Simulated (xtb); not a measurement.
C2H5ClOSi2, SMILES O[SiH2]C#C[SiH2]Cl. All values are semi-empirical tight-binding results from xtb (GFN2-xTB unless named), good for trends rather than for accurate numbers. The structure is a stationary point at GFN2-xTB. The structure was generated by enumeration, and PubChem lists no compound with its InChIKey, so it may never have been made. Other conformers were not sampled.

```
Quantity                                        Result
---------------------------------------  -------------
orbital gap                                    4.57 eV
dipole moment                                   1.18 D
zero-point energy                        35.7 kcal/mol
G − E(el) at 298.15 K (modified RRHO)    13.3 kcal/mol
static polarisability (D4 model)            95.1 bohr³
solvation energy, GFN2-xTB/ALPB(water)   -3.8 kcal/mol
solvation energy, GFN2-xTB/ALPB(ch2cl2)  -5.2 kcal/mol
```
